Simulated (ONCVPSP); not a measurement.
## What one change does to a pseudopotential (Ce (Z = 58), ONCV)

cerium (Ce), optimised norm-conserving Vanderbilt (ONCV), made with ONCVPSP 4.0.1 (PBE, scalar-relativistic). Core [Kr] 4d10 4f1, reference 5s2 5p6 5d1 (charge +2). Waves: 5s: rc 2.50 bohr, ncon 4, nbas 9, qcut 5.7 1/bohr, 2 projectors, debl 0.9 Ha; 5p: rc 1.90 bohr, ncon 4, nbas 8, qcut 4.3 1/bohr, 2 projectors, debl 3.8 Ha; 5d: rc 3.55 bohr, ncon 4, nbas 9, qcut 5.3 1/bohr, 2 projectors, debl 1.2 Ha. Local part: polynomial inside 1.40 bohr (lpopt 5, dvloc0 0 Ha). Core correction: none.

In the s channel the program set the typed energies aside and used -1.961, 0.050 Ha.

Change: s: nbas 7.

Cutoffs: the cutoffs (Ha) at which the residual kinetic energy of the hardest occupied pseudo-wave falls to 1 and 0.1 mHa per electron; they do not see the model core or the augmentation charge, which bear on the density cutoff. Errors are all-electron minus pseudo energies relative to the spin-unpolarised reference configuration.

Problem. How do hardness, ghosts and transferability respond?

Solution. The potential gets neither clearly harder nor softer (21 Ha and 54 Ha → 21 Ha and 54 Ha); both files keep a bound ghost (s); the errors of the 4 common tests hardly move; the range in which the s phases agree widens (upper end -0.2 → 4.3).

| quantity | base | changed |
| --- | --- | --- |
| cutoff, loose | 21 Ha | 21 Ha |
| cutoff, tight | 54 Ha | 54 Ha |
| loose cutoff by channel | s 9.8 Ha, p 21 Ha, d 6.6 Ha | s 9.6 Ha, p 21 Ha, d 6.6 Ha |
| bound ghosts | s | s |
| GHOST(+) flags under 300 eV | none | none |
| error for 5s2 5p6 5d1 6s2, meV [ΔE -17.15 eV] | +15 | +15 |
| error for 5s2 5p6 5d1 6s1, meV [ΔE -11.08 eV] | +7.4 | +7.0 |
| error for 5s2 5p6 5d0, meV [ΔE 19.18 eV] | -16 | -16 |
| error for 5s2 5p6 5d1 6s1.5, meV [ΔE -14.71 eV] | +11 | +11 |
| s: phases at 2.54 bohr within 0.05 rad from the reference energy up to (Ha; the scan ends near 5) | -0.2 | 4.3 |
| p: phases at 1.93 bohr within 0.05 rad from the reference energy up to (Ha; the scan ends near 5) | 4.7 | 4.7 |
| d: phases at 3.61 bohr within 0.05 rad from the reference energy up to (Ha; the scan ends near 5) | 2.3 | 2.3 |

 A true bound ghost makes a file unfit for plane-wave use even where its test errors are small: the radial tests pick states by their node count and pass the ghost by.
